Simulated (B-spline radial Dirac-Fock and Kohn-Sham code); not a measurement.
**X-ray form factors of tin in several charge states**

Model: Dirac-Fock densities. Program: a radial B-spline solver.

Configurations: Sn²⁰⁺ [Ar] 3d10 4s2; Sn²¹⁺ [Ar] 3d10 4s1; Sn²⁴⁺ [Ar] 3d8; Sn²⁵⁺ [Ar] 3d7; Sn²⁶⁺ [Ar] 3d6. The first column is f₀ of Sn²⁰⁺, the others are differences from it.

```csv
s (Å⁻¹),Sn²⁰⁺,Δ Sn²¹⁺,Δ Sn²⁴⁺,Δ Sn²⁵⁺,Δ Sn²⁶⁺
0,30.000,-1.000,-4.000,-5.000,-6.000
0.1,29.751,-0.957,-3.892,-4.882,-5.872
0.2,29.030,-0.835,-3.588,-4.547,-5.508
0.3,27.906,-0.660,-3.138,-4.049,-4.964
0.4,26.478,-0.464,-2.613,-3.460,-4.313
0.5,24.855,-0.279,-2.081,-2.852,-3.634
0.7,21.401,-0.020,-1.200,-1.801,-2.418
0.9,18.083,+0.063,-0.676,-1.106,-1.556
1.1,15.134,+0.039,-0.424,-0.706,-1.008
1.4,11.541,-0.024,-0.248,-0.372,-0.511
```

Values without a named source are computed, but for edge energies of neutral atoms, which are taken from tables.
